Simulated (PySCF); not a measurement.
How far are cheaper levels from CCSD(T)/CBS for TlBr?

PySCF; the state is a singlet (closed shell). The composite is CCSD(T) extrapolated to the basis-set limit from two correlation-consistent sets, with core-valence (CV) and scalar-relativistic (SR) terms as its label shows; it has no spin–orbit coupling and nothing beyond (T). Here it is CCSD(T)/CBS(DT)+CV. It gives Re = 2.638 Å, ωe = 192 cm⁻¹ and De = 4.03 eV to Tl + Br.

```tsv
level	basis	relativity	Re (Å)	ωe (cm⁻¹)	De (eV)
RHF	cc-pVDZ-PP	scalar-relativistic core potentials	2.708	180	2.85
RHF-MP2	cc-pVDZ-PP	scalar-relativistic core potentials	2.667	194	3.76
RHF-MP2	def2-SVP	scalar-relativistic core potentials	2.666	199	3.83
RHF-SCS-MP2	def2-SVP	scalar-relativistic core potentials	2.678	196	3.71
RHF-CCSD(T)	def2-SVP	scalar-relativistic core potentials	2.678	196	3.67
PW91	x2c-TZVPPall	spin-free X2C	2.650	188	4.23
TPSSh	x2c-TZVPPall	spin-free X2C	2.647	189	4.15
HSE06	cc-pVDZ-PP	scalar-relativistic core potentials	2.673	190	3.98
B2PLYP	cc-pVDZ-PP	scalar-relativistic core potentials	2.682	189	3.84
B2PLYP	x2c-TZVPPall	spin-free X2C	2.653	189	4.01
```

Question: Give the difference of each row from the composite.

Answer: 

| level | basis | ΔRe (pm) | Δωe (%) | ΔDe (eV) |
| --- | --- | --- | --- | --- |
| RHF | cc-pVDZ-PP | +7.0 | -6.2 | -1.18 |
| RHF-MP2 | cc-pVDZ-PP | +2.9 | +1.0 | -0.27 |
| RHF-MP2 | def2-SVP | +2.8 | +3.6 | -0.20 |
| RHF-SCS-MP2 | def2-SVP | +4.0 | +2.1 | -0.32 |
| RHF-CCSD(T) | def2-SVP | +4.0 | +2.1 | -0.36 |
| PW91 | x2c-TZVPPall | +1.2 | -2.1 | +0.20 |
| TPSSh | x2c-TZVPPall | +0.9 | -1.6 | +0.12 |
| HSE06 | cc-pVDZ-PP | +3.5 | -1.0 | -0.05 |
| B2PLYP | cc-pVDZ-PP | +4.4 | -1.6 | -0.19 |
| B2PLYP | x2c-TZVPPall | +1.5 | -1.6 | -0.02 |

Question: Which rows come closest in De?

Answer: B2PLYP in x2c-TZVPPall (-0.02 eV), counted from the composite.

Measured (Huber and Herzberg, Constants of Diatomic Molecules (1979)): Re = 2.618191 Å, ωe = 192.1 cm⁻¹; the composite is off by +19.4 mÅ and -0.5 cm⁻¹.

Correlated steps freeze the inner cores (8 to 43 orbitals); shallow outer-core shells are correlated. Correlated levels converge slowly with the basis: in double zeta they bind strong bonds too weakly, by up to about 1 eV, and carry superposition errors of some tenths. Spin–orbit coupling is left out, which matters for elements this heavy, above all for dissociation energies. Where the molecule has an RHF reference, its open-shell atoms are computed with UHF. B2PLYP dipoles, levels and charges come from its SCF part alone.
